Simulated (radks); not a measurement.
All-electron atom: Nd V in [Xe] 4f2.

Method: Dirac Kohn-Sham, BLYP, spin-unpolarised, spherical densities, finite nucleus; open shells fill j = l - 1/2 first; Fermi nuclear charge, rms radius 4.9123 fm; computed with a radial shooting solver on a logarithmic mesh with Libxc functionals.

Energy parts (eV):
total: -261970.87
kinetic: 282520.22
electron-nucleus: -637236.44
Hartree: 98789.58
exchange-correlation: -6044.24

Orbitals (lengths in bohr, moments of r in powers of bohr):
[
 {"orbital": "1s1/2", "occ.": "2", "eigenvalue (eV)": "-43412.96", "<r^4>": "1.526e-06", "<r>": "0.02363"},
 {"orbital": "2s1/2", "occ.": "2", "eigenvalue (eV)": "-7062.165", "<r^4>": "0.0002480", "<r>": "0.1005"},
 {"orbital": "2p1/2", "occ.": "2", "eigenvalue (eV)": "-6684.536", "<r^4>": "0.0001551", "<r>": "0.08422"},
 {"orbital": "2p3/2", "occ.": "4", "eigenvalue (eV)": "-6164.380", "<r^4>": "0.0001967", "<r>": "0.09063"},
 {"orbital": "3s1/2", "occ.": "2", "eigenvalue (eV)": "-1574.066", "<r^4>": "0.009937", "<r>": "0.2660"},
 {"orbital": "3p1/2", "occ.": "2", "eigenvalue (eV)": "-1412.712", "<r^4>": "0.009171", "<r>": "0.2557"},
 {"orbital": "3p3/2", "occ.": "4", "eigenvalue (eV)": "-1308.935", "<r^4>": "0.01096", "<r>": "0.2681"},
 {"orbital": "3d3/2", "occ.": "4", "eigenvalue (eV)": "-1027.617", "<r^4>": "0.008225", "<r>": "0.2395"},
 {"orbital": "3d5/2", "occ.": "6", "eigenvalue (eV)": "-1005.196", "<r^4>": "0.008694", "<r>": "0.2434"},
 {"orbital": "4s1/2", "occ.": "2", "eigenvalue (eV)": "-354.0739", "<r^4>": "0.2474", "<r>": "0.6048"},
 {"orbital": "4p1/2", "occ.": "2", "eigenvalue (eV)": "-293.0086", "<r^4>": "0.2857", "<r>": "0.6203"},
 {"orbital": "4p3/2", "occ.": "4", "eigenvalue (eV)": "-270.1574", "<r^4>": "0.3394", "<r>": "0.6479"},
 {"orbital": "4d3/2", "occ.": "4", "eigenvalue (eV)": "-169.5352", "<r^4>": "0.4972", "<r>": "0.6923"},
 {"orbital": "4d5/2", "occ.": "6", "eigenvalue (eV)": "-165.4427", "<r^4>": "0.5249", "<r>": "0.7019"},
 {"orbital": "4f5/2", "occ.": "2", "eigenvalue (eV)": "-49.7653", "<r^4>": "2.272", "<r>": "0.8976"},
 {"orbital": "4f7/2", "occ.": "0", "eigenvalue (eV)": "-49.2498", "<r^4>": "2.347", "<r>": "0.9047"},
 {"orbital": "5s1/2", "occ.": "2", "eigenvalue (eV)": "-82.7134", "<r^4>": "6.890", "<r>": "1.398"},
 {"orbital": "5p1/2", "occ.": "2", "eigenvalue (eV)": "-64.9280", "<r^4>": "10.31", "<r>": "1.534"},
 {"orbital": "5p3/2", "occ.": "4", "eigenvalue (eV)": "-61.1503", "<r^4>": "12.25", "<r>": "1.603"}
]

The highest occupied level is 4f5/2 at -49.765 eV. The density falls to 0.001 e/bohr^3 at r = 3.24 bohr. Summed over all electrons, <r^2> = 33.91 bohr^2, which gives a Langevin (diamagnetic) susceptibility term of -26.9 x 10^-6 cm^3/mol. The electron density at the nucleus is 4.538e+05 e/bohr^3.
